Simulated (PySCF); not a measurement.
[Mo(F)6] (charge 0, multiplicity 1)

Calculation: PBE-D3(BJ)/def2-TZVP // TPSS-D3(BJ)/def2-SVP run with PySCF 2.14.0.

| Property | Result |
|---|---|
| HOMO | -10.68 eV |
| dipole moment | 0.00 D |
| HOMO–LUMO gap | 4.37 eV |
| LUMO | -6.31 eV |
| charge on the central atom (Mulliken) | 1.82 e |
| total energy | -667.2718 Ha |
| cost | roughly 2.4 core-minutes |

Bonded distances (Å): Mo1–F2 1.840, Mo1–F3 1.840, Mo1–F4 1.839, Mo1–F5 1.840, Mo1–F6 1.839, Mo1–F7 1.840. Bond angles (°): F2–Mo1–F3 90.1, F2–Mo1–F4 89.9, F2–Mo1–F5 180.0, F2–Mo1–F6 90.1, F2–Mo1–F7 89.9, F3–Mo1–F4 90.1, F3–Mo1–F5 89.9, F3–Mo1–F6 89.9, F3–Mo1–F7 180.0, F4–Mo1–F5 90.1, F4–Mo1–F6 180.0, F4–Mo1–F7 89.9, F5–Mo1–F6 89.9, F5–Mo1–F7 90.1, F6–Mo1–F7 90.1.
